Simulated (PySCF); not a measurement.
## From computed data to an observable: oscillator strength and radiative lifetime

CH₅BFN, SMILES B(F)(N)C.

Geometry optimised at ωB97X-D3(BJ)/def2-SVP. One conformer was computed; it need not be the lowest.

TDA-ωB97X/def2-SVPD (PySCF) puts the first singlet state with f over 0.02 at 7.79 eV (vertical), with the transition dipole (0.000, 0.000, 0.501) in atomic units.

Q: Find the oscillator strength, the wavelength and the radiative lifetime that this transition would have in vacuum if emission retraced absorption.

A: 
|μ|² = 0.2510 au, so |μ| = 1.27 D. ΔE = 7.79/27.211 = 0.2863 hartree. f = (2/3) ΔE |μ|² = 0.048 (the program prints 0.048).
λ = 1239.84/7.79 = 159 nm; ν = 62831 cm⁻¹.
Einstein's coefficient A = 0.6670 ν² f s⁻¹ (ν in cm⁻¹) = 1.3e8 s⁻¹, so τ = 1/A = 7.9 ns. This state is S1. The figure is the radiative limit of this one transition; relaxation, internal conversion, crossing to triplets and a medium change what is measured.
